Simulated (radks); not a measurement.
Results of a calculation; reference values are marked as such.
Task: Coherent X-ray form factor from a spherical all-electron density. Code: a radial shooting solver on a logarithmic mesh with Libxc functionals. Model: scalar-relativistic Kohn-Sham, exchange-only LDA, spin-polarised, spherical densities, point nucleus.

sin(theta)/lambda (1/angstrom)  f0 (electrons)
0.05                                    36.730
0.1                                     35.947
0.15                                    34.728
0.2                                     33.180
0.25                                    31.429
0.3                                     29.593
0.4                                     26.043
0.5                                     22.999
0.6                                     20.543
0.8                                     16.836
1                                       13.871
1.25                                    10.779
1.5                                      8.502
2                                        6.094

The species is in the configuration that NIST lists as its ground one. Which atom or ion scatters so?

Result: The ruthenium ion Ru7+, [Kr] 4d1. Extrapolating in s^2 from the first two rows gives f0(0) = 37.0, near the electron count 37; among species with that count, the fall with angle is slower the higher Z, and the table is that of Z = 44; from so few rows the species is fixed only to a neighbour or two.
